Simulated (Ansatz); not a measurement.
Total energies of C₂H₆ClNSi (`N=CC([SiH3])Cl`).

```json
{"atom": "N1", "x (Å)": "-1.361", "y (Å)": "-0.912", "z (Å)": "1.581"}
{"atom": "C2", "x (Å)": "-1.083", "y (Å)": "-0.749", "z (Å)": "0.361"}
{"atom": "C3", "x (Å)": "-0.451", "y (Å)": "0.457", "z (Å)": "-0.255"}
{"atom": "Si4", "x (Å)": "1.428", "y (Å)": "0.231", "z (Å)": "-0.454"}
{"atom": "Cl5", "x (Å)": "-1.127", "y (Å)": "0.764", "z (Å)": "-1.886"}
{"atom": "H6", "x (Å)": "-1.147", "y (Å)": "-0.076", "z (Å)": "2.129"}
{"atom": "H7", "x (Å)": "-1.277", "y (Å)": "-1.575", "z (Å)": "-0.329"}
{"atom": "H8", "x (Å)": "-0.655", "y (Å)": "1.344", "z (Å)": "0.348"}
{"atom": "H9", "x (Å)": "2.023", "y (Å)": "0.069", "z (Å)": "0.898"}
{"atom": "H10", "x (Å)": "1.668", "y (Å)": "-0.984", "z (Å)": "-1.270"}
{"atom": "H11", "x (Å)": "1.981", "y (Å)": "1.432", "z (Å)": "-1.123"}
```

Charge 0, multiplicity 1. The geometry is a stationary point of PBE0-D4/def2-TZVP. It is one conformer, not always the lowest. Basis def2-TZVPP, Ansatz.

RPA on PBE orbitals: Hartree–Fock energy of these orbitals -882.09611 Eh, correlation -1.42486 Eh (frozen core).

| functional | energy without D4 (Eh) | D4 term (kJ/mol) |
| --- | --- | --- |
| LDA (SPW92) | -880.46773 | – |
| PBE | -883.79968 | -26.1 |
| revPBE | -884.12781 | -78.6 |
| BLYP | -884.24869 | -57.3 |
| r2SCAN | -884.17504 | -6.5 |
| B97M-V | -884.11126 | – |
| PBE0 | -883.87660 | -22.2 |
| B3LYP | -884.35349 | -42.1 |
| r2SCANh | -884.16491 | -6.9 |
| r2SCAN0 | -884.15096 | -7.6 |
| HSE06 (plane-wave form) | -883.85472 | -20.7 |
| BHLYP | -884.22791 | -32.1 |
| CAM-B3LYP | -884.26119 | -22.6 |
| LC-ωPBE | -884.00554 | – |
| ωB97X-V | -884.15954 | – |
| ωB97M-V | -884.20696 | – |
| B2PLYP | -883.94537 | – |
| PBE-QIDH | -883.68786 | – |

B3LYP takes the VWN-RPA correlation (the form of Gaussian; ORCA's B3LYP/G). HSE06 is the plane-wave form, built on full-range PBE exchange. The double hybrids freeze the cores in their second-order part.

LC-ωPBE has ω = 0.4 bohr⁻¹.
